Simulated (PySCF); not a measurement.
H2BN, charge -1, doublet, at the geometry of the source list (a state made from the parent by changing its charge; the spin is typed, not shown lowest) (in this run its highest filled SCF level lies above zero, so its values depend strongly on the basis, on diffuse functions most of all); PBE/cc-pVDZ run with PySCF.

PySCF was given this input:
```python
from pyscf import gto, scf, dft

mol = gto.Mole()
mol.atom = '''
    B     0.58170000    0.00950000    0.01690000
    N    -0.65700000   -0.01990000   -0.02030000
    H     1.72010000    0.03420000    0.05090000
    H    -1.64480000   -0.02380000   -0.04750000
'''
mol.basis = 'cc-pvdz'
mol.charge = -1
mol.spin = 1
mol.verbose = 4
mol.build()

mf = dft.UKS(mol)
mf.xc = 'pbe'
mf.kernel()
```

The log (banner, timings and long lists left out):

```
PySCF version 2.14.0

[INPUT] verbose = 4
[INPUT] num. atoms = 4
[INPUT] num. electrons = 15
[INPUT] charge = -1
[INPUT] spin (= nelec alpha-beta = 2S) = 1
[INPUT] symmetry False subgroup None
[INPUT] Mole.unit = angstrom
[INPUT] Symbol           X                Y                Z      unit          X                Y                Z       unit  Magmom
[INPUT]  1 B      0.581700000000   0.009500000000   0.016900000000 AA    1.099253686659   0.017952398183   0.031936371505 Bohr   0.0
[INPUT]  2 N     -0.657000000000  -0.019900000000  -0.020300000000 AA   -1.241550063839  -0.037605549879  -0.038361440329 Bohr   0.0
[INPUT]  3 H      1.720100000000   0.034200000000   0.050900000000 AA    3.250517906864   0.064628633460   0.096187059740 Bohr   0.0
[INPUT]  4 H     -1.644800000000  -0.023800000000  -0.047500000000 AA   -3.108221529685  -0.044975481765  -0.089761990917 Bohr   0.0

nuclear repulsion = 23.9144659453959
number of shells = 16
number of NR pGTOs = 66
number of NR cGTOs = 38
basis = cc-pvdz
ecp = {}

******** <class 'pyscf.dft.uks.UKS'> ********
method = UKS
initial guess = minao
damping factor = 0
level_shift factor = 0
DIIS = <class 'pyscf.scf.diis.CDIIS'>
diis_start_cycle = 1
diis_space = 8
diis_damp = 0
SCF conv_tol = 1e-09
SCF conv_tol_grad = None
SCF max_cycles = 50
direct_scf = True
direct_scf_tol = 1e-13
number electrons alpha = 8  beta = 7
XC library pyscf.dft.libxc version 7.1.2
    S. Lehtola, C. Steigemann, M. J. T. Oliveira, and M. A. L. Marques,  SoftwareX 7, 1–5 (2018)
XC functionals = pbe
    J. P. Perdew, K. Burke, and M. Ernzerhof,  Phys. Rev. Lett. 77, 3865 (1996)
    J. P. Perdew, K. Burke, and M. Ernzerhof,  Phys. Rev. Lett. 78, 1396 (1997)
    J. P. Perdew, K. Burke, and M. Ernzerhof,  Phys. Rev. Lett. 77, 3865 (1996)
    J. P. Perdew, K. Burke, and M. Ernzerhof,  Phys. Rev. Lett. 78, 1396 (1997)
radial grids:
    Treutler-Ahlrichs [JCP 102, 346 (1995); DOI:10.1063/1.469408] (M4) radial grids

becke partition: Becke, JCP 88, 2547 (1988); DOI:10.1063/1.454033
pruning grids: <function nwchem_prune>
grids dens level: 3
symmetrized grids: False
atomic radii adjust function: <function treutler_atomic_radii_adjust>
small_rho_cutoff = 0
Set gradient conv threshold to 3.16228e-05
tot grids = 47568
init E= -80.7412728111586

cycle= 1 E= -80.3975400791634  delta_E= 0.344  |g|= 0.527  |ddm|=  1.6
cycle= 2 E= -79.743706175448  delta_E= 0.654  |g|= 1.18  |ddm|= 7.28
cycle= 3 E= -80.4550379654648  delta_E= -0.711  |g|= 0.343  |ddm|= 2.99
cycle= 4 E= -80.5318983142125  delta_E= -0.0769  |g|= 0.201  |ddm|= 5.15
cycle= 5 E= -80.5567757209568  delta_E= -0.0249  |g|= 0.0682  |ddm|= 0.154
cycle= 6 E= -80.5601353617161  delta_E= -0.00336  |g|= 0.0217  |ddm|= 0.162
cycle= 7 E= -80.5604276659388  delta_E= -0.000292  |g|= 0.00495  |ddm|= 0.0837
cycle= 8 E= -80.5604387581832  delta_E= -1.11e-05  |g|= 0.00344  |ddm|= 0.114
cycle= 9 E= -80.560446636701  delta_E= -7.88e-06  |g|= 0.000415  |ddm|= 0.0452
cycle= 10 E= -80.5604467838432  delta_E= -1.47e-07  |g|= 0.00023  |ddm|= 0.005
cycle= 11 E= -80.5604468242853  delta_E= -4.04e-08  |g|= 6.64e-05  |ddm|= 0.000662
cycle= 12 E= -80.5604468270202  delta_E= -2.73e-09  |g|= 2.45e-05  |ddm|= 0.000112
cycle= 13 E= -80.5604468274055  delta_E= -3.85e-10  |g|= 6.84e-06  |ddm|= 7.39e-05
Extra cycle  E= -80.5604468273697  delta_E= 3.58e-11  |g|= 9.39e-06  |ddm|= 0.00016
converged SCF energy = -80.5604468273697  <S^2> = 0.75158901  2S+1 = 2.0015884
```
